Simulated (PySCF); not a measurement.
ClFH₂InN, SMILES [NH2][In]([F])[Cl]. Atoms are numbered in the order given.

```xyz
6

In     0.0635     0.0425    -0.2452
F      1.9145    -0.4651    -0.6467
Cl    -0.6248    -0.4639     1.9393
N     -0.9962     1.1426    -1.5846
H     -2.0066     1.0395    -1.4887
H     -0.7399     0.9545    -2.5543
```

The structure is a stationary point at B3LYP-D3(BJ)/def2-SVP. The def2 effective core potentials stand for the cores of In; spin–orbit coupling is left out. One conformer was computed; it need not be the lowest.

Calculation: ωB97X/def2-TZVPD run with PySCF.

Mulliken values depend strongly on the basis, most of all with diffuse functions as here. ESP charges are fitted to the potential on shells at 1.4 to 2.0 van der Waals radii. Atomic charges (e):

| atom | ESP fit | Mulliken |
|---|---|---|
| In1 | 0.97 | 1.12 |
| F2 | -0.43 | -0.55 |
| Cl3 | -0.32 | -0.43 |
| N4 | -0.79 | -0.57 |
| H5 | 0.27 | 0.22 |
| H6 | 0.31 | 0.22 |
